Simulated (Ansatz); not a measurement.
Cost and result for the atomization energy of `O[SiH2][CH2][GeH2][OH]` (13 atoms, 12 bonds).

```xyz
13

O    -0.2495   -0.5220   -1.7629
Si    0.7533   -1.1317   -0.5833
C     0.9518    0.2139    0.6768
Ge   -0.7005    1.2416    0.9553
O    -2.1000    0.2910    0.3958
H    -0.2903   -0.9909   -2.5972
H     0.1536   -2.3466    0.0297
H     2.0504   -1.5230   -1.2048
H     1.2569   -0.2318    1.6278
H     1.7376    0.9076    0.3659
H    -0.9796    1.4881    2.4448
H    -0.6163    2.5700    0.1755
H    -1.9675    0.0337   -0.5235
```

Charge 0, multiplicity 1. Correlated methods include outer-core shells of Ge, which these sets cover unevenly. Scalar relativity is left out up to krypton. The geometry is a stationary point of PBE0-D4/def2-TZVP. It is one conformer, not always the lowest. Program: Ansatz. All runs use 2 threads of an AMD EPYC 7R13 on a shared host and a share of an NVIDIA H100 80 GB. Times are those of one run each, without the atoms' runs, and a repeat can differ threefold. Electronic energies, without spin–orbit coupling; frozen cores. CCSD(T)/CBS adds CCSD(T) − MP2 in def2-TZVPP to the MP2 limit, and its time is that of the two runs behind it. T1 = 0.011. With those shells the extrapolation isn't a true limit. B3LYP takes the VWN-RPA correlation (the form of Gaussian; ORCA's B3LYP/G).

CCSD(T)/CBS is a level of theory with its own doubt, some kJ/mol a heavy atom from the limit and from the frozen cores, so smaller differences don't rank the functionals.

```tsv
level	functions	wall time	atomization (kJ/mol)	difference from CCSD(T)/CBS	per bond
PBE0-D4/def2-TZVPP	295	1.9 s	4443.7	-76.4	-6.4
B3LYP-D4/def2-TZVPP (with forces)	295	1.9 s	4468.4	-51.7	-4.3
PBE-D4/def2-TZVPP (with forces)	295	2.5 s	4507.1	-13.0	-1.1
B2PLYP/def2-TZVPP	295	2.5 s	4434.0	-86.1	-7.2
ωB97X-V/def2-TZVPP	295	3 s	4512.4	-7.7	-0.6
ωB97M-V/def2-TZVPP (with forces)	295	3 s	4493.4	-26.7	-2.2
CCSD(T)/def2-TZVPP	295	3.8 s	4407.9	-112.2	-9.3
r2SCAN-D4/def2-TZVPP (with forces)	295	4 s	4495.6	-24.5	-2.0
MP2/def2-QZVPP	570	4.3 s	4525.6	5.5	0.5
CCSD(T)/CBS(def2)	–	8.2 s	4520.1	0.0	0.0
```

From PBE to PBE0 (25 % exact exchange), in def2-TZVPP and without D4, the atomization energy moves by −59.0 kJ/mol: exact exchange takes away binding that semilocal exchange gives to molecules. In def2-TZVPP, CCSD(T) changes the Hartree–Fock value by +1157.4 kJ/mol (the triples alone add +59.8 kJ/mol) and MP2 by +1208.8 kJ/mol; breaking electron pairs costs correlation energy, which Hartree–Fock lacks. The D4 term adds +47.7 kJ/mol with B3LYP and +25.1 kJ/mol with PBE0; it sums over pairs of atoms, weighted by their polarisabilities, and B3LYP, whose exchange is more repulsive, gets the larger term.
